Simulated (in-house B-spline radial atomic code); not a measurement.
**RPA and G0W0 on PBEsol: Ru⁴¹⁺**

Configuration [He] 2s1, highest spin, mean-field start PBEsol. Computed with a B-spline radial code for spherical atoms: all electrons, non-relativistic, point nucleus, each spin shell either full or empty, empty states to l = 9 with an (l + 1/2)⁻⁴ tail; G0W0 by contour deformation at full frequency.

Without relativity these are model numbers: it shifts the levels of so heavy an element strongly and can reorder them.

Command:
```bash
python run_gw.py task.json out
```
Settings (radii: box in bohr, nucleus in fm):
```
Z                        44
electrons                3
configuration            [He] 2s1
hamiltonian              nr
method                   pbesol
lmax                     9
spin_polarised           True
box_radius               2.42
intervals                45
ion_configuration        1s2
```

Run time, properties included: 0.5 s on 1 thread of Intel(R) Xeon(R) 6975P-C (shared host).

Energies (hartree):

```tsv
term	value
mean-field total	-2131.66694
Hartree-Fock functional on these orbitals	-2133.35012
direct second order	-0.50034
second-order exchange	0.44721
SOSEX correction	0.33874
```

(1) What is the RPA correlation energy, and what remains with SOSEX?

Quasi-particle levels (eV):

| level | occupied | mean field | Σx - vxc | Σc | QP weight | G0W0 |
| --- | --- | --- | --- | --- | --- | --- |
| 2s up | yes | -6048.48 | -67.11 | ? | ? | ? |
| 1s down | yes | -25060.84 | -292.17 | 2.32 | 0.999 | -25350.69 |
| 1s up | yes | -25072.81 | -305.28 | 0.85 | 0.982 | -25377.24 |
| 2s down | no | -5989.00 | 48.48 | -17.76 | 0.903 | -5958.29 |

G0W0 = mean field + (Σx - vxc) + Σc, with Σc (partial-wave tail included) taken at the quasi-particle energy.

(2) Where does G0W0 put 2s up?

(3) What does it cost to remove one electron (to 1s2) by differences of total energies, each species on its own start (correlation terms add to the Hartree-Fock functional)?

Answers

(1) RPA gives -0.39094 hartree (-3.55 eV per electron); RPA + SOSEX gives -0.052209, and the second-order doubles -0.053127 hartree (no singles). SOSEX takes back 87 % of the RPA value.

(2) At -6125.55 eV, with Σc = -9.96 eV and a quasi-particle weight of 0.966. The tabulated removal energy is 6311.721 ± 0.019 eV (NIST, tabulated theory); the calculation leaves out relativity, Breit and QED terms, and what these don't explain is the method's own error.

(3) PBEsol 6114.78 eV, Hartree-Fock functional 6115.51 eV, + RPA 6123.62 eV, + RPA + SOSEX 6115.66 eV, + second order 6115.68 eV. Tabulated: 6311.721 ± 0.019 eV (NIST, tabulated theory); the calculation leaves out relativity, Breit and QED terms, and what these don't explain is the method's own error.
